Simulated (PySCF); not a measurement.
CH$_{4}$O, charge +1, doublet, geometry from GFN2-xTB (a state made from the parent by changing its charge; the spin is typed, not shown lowest); PW6B95/cc-pVDZ run with PySCF.

The PySCF input:
```python
from pyscf import gto, scf, dft

mol = gto.M(
    atom='''
C    -0.082037    0.604932    0.114824
O     0.060677   -0.683665   -0.174940
H    -1.181986    0.862145    0.113912
H     0.624829   -1.229700    0.412463
H     0.439107    0.991989    0.997121
H     0.124851    1.215294   -0.812918
''',
    basis='cc-pvdz',
    charge=1,
    spin=1,
    verbose=4,
)

mf = dft.UKS(mol)
mf.xc = 'pw6b95'
mf.kernel()
mf.analyze()
```

**Question.** Write the output that PySCF gives for this input, abridged.

**Answer.** 
```
PySCF version 2.14.0

[INPUT] verbose = 4
[INPUT] num. atoms = 6
[INPUT] num. electrons = 17
[INPUT] charge = 1
[INPUT] spin (= nelec alpha-beta = 2S) = 1
[INPUT] symmetry False subgroup None
[INPUT] Mole.unit = angstrom
[INPUT] Symbol           X                Y                Z      unit          X                Y                Z       unit  Magmom
[INPUT]  1 C     -0.082037000000   0.604932000000   0.114824000000 AA   -0.155027462081   1.143155803985   0.216985912527 Bohr   0.0
[INPUT]  2 O      0.060677000000  -0.683665000000  -0.174940000000 AA    0.114662912060  -1.291939610951  -0.330588688231 Bohr   0.0
[INPUT]  3 H     -1.181986000000   0.862145000000   0.113912000000 AA   -2.233629823070   1.629217929663   0.215262482301 Bohr   0.0
[INPUT]  4 H      0.624829000000  -1.229700000000   0.412463000000 AA    1.180755684686  -2.323796215378   0.779442106516 Bohr   0.0
[INPUT]  5 H      0.439107000000   0.991989000000   0.997121000000 AA    0.829791969379   1.874587528581   1.884285603052 Bohr   0.0
[INPUT]  6 H      0.124851000000   1.215294000000  -0.812918000000 AA    0.235934196378   2.296572820827  -1.536192381729 Bohr   0.0

nuclear repulsion = 41.3191731298396
number of shells = 22
number of NR pGTOs = 80
number of NR cGTOs = 48
basis = cc-pvdz
ecp = {}

******** <class 'pyscf.dft.uks.UKS'> ********
method = UKS
initial guess = minao
damping factor = 0
level_shift factor = 0
DIIS = <class 'pyscf.scf.diis.CDIIS'>
diis_start_cycle = 1
diis_space = 8
diis_damp = 0
SCF conv_tol = 1e-09
SCF conv_tol_grad = None
SCF max_cycles = 50
direct_scf = True
direct_scf_tol = 1e-13
number electrons alpha = 9  beta = 8
XC library pyscf.dft.libxc version 7.1.2
    S. Lehtola, C. Steigemann, M. J. T. Oliveira, and M. A. L. Marques,  SoftwareX 7, 1–5 (2018)
XC functionals = pw6b95
    Y. Zhao and D. G. Truhlar,  J. Phys. Chem. A 109, 5656 (2005)
radial grids:
    Treutler-Ahlrichs [JCP 102, 346 (1995); DOI:10.1063/1.469408] (M4) radial grids

becke partition: Becke, JCP 88, 2547 (1988); DOI:10.1063/1.454033
pruning grids: <function nwchem_prune>
grids dens level: 3
symmetrized grids: False
atomic radii adjust function: <function treutler_atomic_radii_adjust>
small_rho_cutoff = 0
Set gradient conv threshold to 3.16228e-05
tot grids = 67432
init E= -115.947227768313

cycle= 1 E= -115.427130066639  delta_E= 0.52  |g|= 0.283  |ddm|= 1.44
cycle= 2 E= -115.386726088308  delta_E= 0.0404  |g|= 0.456  |ddm|= 0.436
cycle= 3 E= -115.467628387733  delta_E= -0.0809  |g|= 0.0284  |ddm|= 0.257
cycle= 4 E= -115.468109939801  delta_E= -0.000482  |g|= 0.0221  |ddm|= 0.0339
cycle= 5 E= -115.468319976961  delta_E= -0.00021  |g|= 0.00872  |ddm|= 0.0168
cycle= 6 E= -115.468366734675  delta_E= -4.68e-05  |g|= 0.00253  |ddm|= 0.00853
cycle= 7 E= -115.468371349275  delta_E= -4.61e-06  |g|= 0.000469  |ddm|= 0.00343
cycle= 8 E= -115.468371496878  delta_E= -1.48e-07  |g|= 7.58e-05  |ddm|= 0.000628
cycle= 9 E= -115.468371502003  delta_E= -5.12e-09  |g|= 1.36e-05  |ddm|= 0.000103
cycle= 10 E= -115.468371502242  delta_E= -2.39e-10  |g|= 2.93e-06  |ddm|= 2.69e-05
Extra cycle  E= -115.468371502247  delta_E= -4.46e-12  |g|= 3.03e-06  |ddm|= 4.19e-06
converged SCF energy = -115.468371502247  <S^2> = 0.75432269  2S+1 = 2.004318
**** SCF Summaries ****
Total Energy =                        -115.468371502246825
Nuclear Repulsion Energy =              41.319173129839626
One-electron Energy =                 -232.783962549619275
Two-electron Energy =                   75.996417917532810
Two-electron Coulomb Energy =           91.287935714592280
DFT Exchange-Correlation Energy =      -15.291517797059473
**** MO energy ****
                             alpha | beta                alpha | beta
MO #1   energy= -19.7279441172707  | -19.710292856324   occ= 1 | 1
MO #2   energy= -10.6670148817153  | -10.6654482390584  occ= 1 | 1
MO #3   energy= -1.46045914571861  | -1.42001960925504  occ= 1 | 1
MO #4   energy= -1.04650803726876  | -1.02486710392622  occ= 1 | 1
MO #5   energy= -0.878517643495487 | -0.862651573451818 occ= 1 | 1
MO #6   energy= -0.818034942700189 | -0.788800613587377 occ= 1 | 1
MO #7   energy= -0.807459172146042 | -0.735069347314433 occ= 1 | 1
MO #8   energy= -0.678434973646854 | -0.664197957682161 occ= 1 | 1
MO #9   energy= -0.647479697579064 | -0.474174539173632 occ= 1 | 0
MO #10  energy= -0.197336238112936 | -0.191120424172319 occ= 0 | 0
MO #11  energy= -0.142534225942801 | -0.135130720065983 occ= 0 | 0
MO #12  energy= -0.11480568751785  | -0.0966350993603498 occ= 0 | 0
MO #13  energy= -0.0934331437501208 | -0.0890896514386457 occ= 0 | 0
MO #14  energy= -0.0438544503291896 | -0.0366047917591961 occ= 0 | 0
MO #15  energy= 0.158927551452524  | 0.178343810214754  occ= 0 | 0
MO #16  energy= 0.196700052540183  | 0.201272962454112  occ= 0 | 0
MO #17  energy= 0.22788703112698   | 0.233803557897771  occ= 0 | 0

To work with the spin densities directly, `use mulliken_meta_spin()` only printing them here.

 ** Mulliken spin pop alpha/beta on meta-lowdin orthogonal AOs **
 ** Mulliken Spin Density (per AO)  **
spin_pop of  0 C 1s       -0.00000
spin_pop of  0 C 2s       -0.00586
spin_pop of  0 C 3s        0.00026
spin_pop of  0 C 2px       0.07951
spin_pop of  0 C 2py      -0.00895
spin_pop of  0 C 2pz       0.03782
spin_pop of  0 C 3px       0.00171
spin_pop of  0 C 3py       0.00011
spin_pop of  0 C 3pz       0.00094
spin_pop of  0 C 3dxy      0.00023
spin_pop of  0 C 3dyz      0.00041
spin_pop of  0 C 3dz^2     0.00007
spin_pop of  0 C 3dxz     -0.00009
spin_pop of  0 C 3dx2-y2    0.00055
spin_pop of  1 O 1s       -0.00000
spin_pop of  1 O 2s        0.01405
spin_pop of  1 O 3s        0.00004
spin_pop of  1 O 2px       0.39002
spin_pop of  1 O 2py       0.03905
spin_pop of  1 O 2pz       0.19807
spin_pop of  1 O 3px       0.00106
spin_pop of  1 O 3py       0.00034
spin_pop of  1 O 3pz       0.00065
spin_pop of  1 O 3dxy     -0.00016
spin_pop of  1 O 3dyz      0.00005
spin_pop of  1 O 3dz^2     0.00025
spin_pop of  1 O 3dxz     -0.00003
spin_pop of  1 O 3dx2-y2   -0.00004
spin_pop of  2 H 1s        0.13316
spin_pop of  2 H 2s        0.00231
spin_pop of  2 H 2px       0.00048
spin_pop of  2 H 2py       0.00000
spin_pop of  2 H 2pz       0.00002
spin_pop of  3 H 1s       -0.01696
spin_pop of  3 H 2s       -0.00042
spin_pop of  3 H 2px       0.00022
spin_pop of  3 H 2py      -0.00001
spin_pop of  3 H 2pz       0.00007
spin_pop of  4 H 1s       -0.00496
spin_pop of  4 H 2s        0.00003
spin_pop of  4 H 2px       0.00002
spin_pop of  4 H 2py      -0.00001
spin_pop of  4 H 2pz       0.00000
spin_pop of  5 H 1s        0.13316
spin_pop of  5 H 2s        0.00231
spin_pop of  5 H 2px      -0.00005
spin_pop of  5 H 2py       0.00008
spin_pop of  5 H 2pz       0.00048
 ** Mulliken Spin Density (per atom)  **
spin density of  0 C =      0.10672
spin density of  1 O =      0.64335
spin density of  2 H =      0.13597
spin density of  3 H =     -0.01710
spin density of  4 H =     -0.00492
spin density of  5 H =      0.13598
 ** Mulliken pop alpha/beta on meta-lowdin orthogonal AOs **
 ** Mulliken pop       alpha | beta **
In total             9.00000 | 8.00000
 ** Mulliken atomic charges   ( Nelec_alpha | Nelec_beta ) **
charge of  0C =     -0.03367  (     3.07019      2.96347 )
charge of  1O =     -0.07972  (     4.36154      3.71818 )
charge of  2H =      0.25795  (     0.43901      0.30304 )
charge of  3H =      0.42172  (     0.28059      0.29769 )
charge of  4H =      0.17577  (     0.40965      0.41457 )
charge of  5H =      0.25795  (     0.43902      0.30304 )

WARN: System has nonzero charge 1; the dipole moment is origin-dependent.
Location of origin: [0. 0. 0.]

Dipole moment(X, Y, Z, Debye):  0.51721,  0.74888,  1.01462
```
